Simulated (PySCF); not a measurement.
H3InSe. Atoms are numbered in the order given.

```xyz
5

In     0.0011    -1.0045     0.0000
H     -1.5485    -1.7330     0.0000
H      1.5447    -1.7457     0.0000
Se    -0.0433     1.5028     0.0000
H      1.4216     1.6032     0.0000
```

Geometry: PBE0-D3(BJ)/def2-TZVP. The def2 effective core potentials stand for the cores of In; spin–orbit coupling is left out.

The numbers are results of M06-2X/def2-TZVPD (PySCF), not measurements.

Mulliken values depend strongly on the basis, most of all with diffuse functions as here. ESP charges are fitted to the potential on shells at 1.4 to 2.0 van der Waals radii. Atomic charges (e):

```
atom  Mulliken  ESP fit
----  --------  -------
In1       0.68        …
H2       -0.15        …
H3       -0.16        …
Se4      -0.52        …
H5        0.15        …
```

Problem. Fill in the missing entries. (An estimate is asked for; the answer gives what the named calculation found.)

Solution. 
- In1, ESP fit: 0.60
- H2, ESP fit: -0.17
- H3, ESP fit: -0.19
- Se4, ESP fit: -0.35
- H5, ESP fit: 0.11
